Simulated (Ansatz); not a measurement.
The same molecule with X = Mg, Zn, Cd. Ansatz, PBE0-D4/def2-TZVP geometries, multiplicity 1.

Elements past krypton have def2 core potentials. Scalar relativity is left out up to krypton.

| X | molecule | mean X–C bond length / Å | mean X–F bond length / Å | HOMO energy (PBE0/def2-TZVPP) / eV | HOMO–LUMO gap (PBE0/def2-TZVPP) / eV | HOMO energy (ωB97M-V/def2-TZVPP) / eV |
| --- | --- | --- | --- | --- | --- | --- |
| Zn | `[CH3][Zn][F]` | 1.913 | 1.755 | -8.78 | 8.27 | -11.04 |
| Cd | `[CH3][Cd][F]` | 2.079 | 1.947 | -8.47 | 7.65 | -10.63 |

(1) Give the row for X = Mg, `[CH3][Mg][F]`. (An estimate is asked.)

## Answers

(1) Ansatz gave: 
```
 X        molecule  mean X–C bond length / Å  mean X–F bond length / Å  HOMO energy (PBE0/def2-TZVPP) / eV  HOMO–LUMO gap (PBE0/def2-TZVPP) / eV  HOMO energy (ωB97M-V/def2-TZVPP) / eV
Mg  `[CH3][Mg][F]`                     2.068                     1.759                               -7.57                                  6.54                                  -9.82
```

From Mg to Cd the mean X–C bond length isn't monotonic: highest at Cd, lowest at Zn; the mean X–F bond length isn't monotonic: highest at Cd, lowest at Zn; the HOMO energy (PBE0/def2-TZVPP) isn't monotonic: highest at Mg, lowest at Zn; the HOMO–LUMO gap (PBE0/def2-TZVPP) isn't monotonic: highest at Zn, lowest at Mg; the HOMO energy (ωB97M-V/def2-TZVPP) isn't monotonic: highest at Mg, lowest at Zn. Bonds lengthen as the atom grows down the group.
